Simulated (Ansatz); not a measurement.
A nudged elastic band was laid between two geometries of C2H9NO2Si (15 atoms, charge 0, multiplicity 1).

These are results of RKS BHLYP/def2-SVP in Ansatz 0.2.0, not measurements.

```
movable images  : 9
climbing image  : yes
spring          : 50.0 eV/Å²
optimiser       : quadratic models (default)
start path      : through a guess of the saddle point
force threshold : 0.05 eV/Å
iteration limit : 37
end points      : relaxed
```

Image 0:

```xyz
15
Properties=species:S:1:pos:R:3
C -0.829 -1.417 -1.345
Si 0.110 -1.106 0.247
C 0.231 0.777 0.621
N 1.059 1.443 -0.326
O 0.714 0.988 1.916
O -1.053 1.349 0.578
H -1.844 -1.014 -1.278
H -0.906 -2.487 -1.559
H -0.323 -0.936 -2.187
H 1.482 -1.669 0.163
H -0.589 -1.725 1.400
H 1.973 1.015 -0.380
H 1.192 2.403 -0.024
H 0.017 0.788 2.539
H -1.255 1.541 -0.336
```

Image 10:

```xyz
15
Properties=species:S:1:pos:R:3
C -0.620 -1.514 -1.409
Si 0.036 -1.154 0.308
C 0.218 0.735 0.598
N 1.165 1.295 -0.312
O 0.727 1.021 1.866
O -1.075 1.271 0.477
H -1.576 -1.004 -1.562
H -0.775 -2.587 -1.555
H 0.081 -1.171 -2.175
H 1.356 -1.788 0.525
H -0.899 -1.664 1.345
H 0.767 1.393 -1.234
H 1.490 2.196 0.016
H 0.105 0.701 2.516
H -1.022 2.218 0.626
```

**Question.** What changes between the two ends?

**Answer.** No bond is made or broken. The height of N4 over the plane of its neighbours goes from -0.38 to 0.35 Å.

**Question.** What energy profile does the band end with?

**Answer.** The run converged. The highest image is number 8 of 0 to 10, 12.0 kJ/mol above the first end and 11.0 kJ/mol above the last; the last end lies 0.9 kJ/mol above the first. The profile has 2 maxima (images 4, 8) with wells between them (image 7): this band takes more than one step, which may be the mechanism or a detour left from its start path. Another band between the same ends (9 images) ends at a top of the same energy, where a vibrational analysis finds 1 clearly imaginary mode.

```tsv
image	path coordinate (Å)	energy (kJ/mol)	height of N4 over the plane of its neighbours (Å)
0	0.00	0.0	-0.38
1	0.36	0.7	-0.38
2	0.72	1.5	-0.38
3	1.08	1.7	-0.38
4	1.44	2.9	-0.36
5	1.80	2.9	-0.33
6	2.16	1.1	-0.33
7	2.52	1.1	-0.30
8	2.88	12.0	0.01
9	3.19	3.0	0.28
10	3.49	0.9	0.35
```

**Question.** What is the geometry of the highest image?

**Answer.** 
```xyz
15
Properties=species:S:1:pos:R:3
C -0.647 -1.504 -1.393
Si 0.062 -1.136 0.305
C 0.170 0.756 0.608
N 1.033 1.425 -0.286
O 0.699 1.028 1.878
O -1.155 1.219 0.538
H -1.623 -1.023 -1.502
H -0.773 -2.580 -1.543
H 0.009 -1.133 -2.187
H 1.422 -1.708 0.444
H -0.801 -1.720 1.364
H 0.980 1.275 -1.272
H 1.696 2.077 0.086
H 0.028 0.798 2.519
H -1.121 2.175 0.470
```

Run time: 6.3 min on 2 threads of AMD EPYC 9R14 (Zen 4) (shared host), peak memory 0.36 GiB.
